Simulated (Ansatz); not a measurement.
This triplet is an excited state, 0.88 eV above the relaxed singlet at the level frozen-core CCSD(T)/cc-pVTZ // B3LYP-D3(BJ)/def2-TZVP (Ansatz, an electronic-structure program).

A geometry relaxed with Ansatz with B3LYP-D3(BJ)/def2-TZVP, charge 0, multiplicity 3:

```xyz
8

C     -1.7463    -0.3032    -0.1311
H     -2.6595    -0.9196    -0.0673
H      2.0557    -0.1510    -0.6531
H      1.9050     0.2643     1.0587
O     -1.7838     0.8670    -0.4715
C      1.3558     0.1684     0.1208
Si    -0.0680    -1.0661     0.2958
H      0.9411     1.1402    -0.1524
```

Question: Write the SMILES of this molecule.

Answer: `C[Si]C=O`
